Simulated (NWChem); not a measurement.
Molecule: CClF₂NOSi; SMILES O=C=N[Si](F)(F)Cl

```xyz
7

O      0.3426    -3.4595     0.0000
C      0.1104    -2.3113     0.0000
N     -0.1358    -1.1333     0.0000
Si    -0.3714     0.5275     0.0000
F     -1.2062     0.9491     1.2845
F     -1.2062     0.9491    -1.2845
Cl     1.4036     1.5170     0.0000
```
Atoms are numbered in this order, from 1.

Level: B3LYP/6-31G* (spherical d) (NWChem), optimised geometry, unscaled harmonic frequencies. B3LYP is NWChem's, with the RPA form of VWN correlation.

```
frequency (cm⁻¹)  IR intensity (km/mol)
----------------  ---------------------
40                                  0.0
45                                  0.0
214                                 0.7
215                                 1.8
305                                31.3
325                                22.1
334                                25.6
530                                49.3
609                                29.2
609                                35.8
694                               374.6
931                               218.6
1016                              159.1
1550                               90.9
2444                             1441.8
```

```yaml
zero_point_energy: 14.1 kcal/mol
thermal correction to the enthalpy at 298.15 K (with zero-point energy): 19.4 kcal/mol
heat capacity Cv: 23.4 cal/(mol K)
entropy at 298.15 K and 1 atm (symmetry number 1): 90.1 cal/(mol K)
dipole_moment: 0.18 D
```

Rigid rotor and harmonic oscillator; modes under 100 cm⁻¹ make the entropy uncertain.
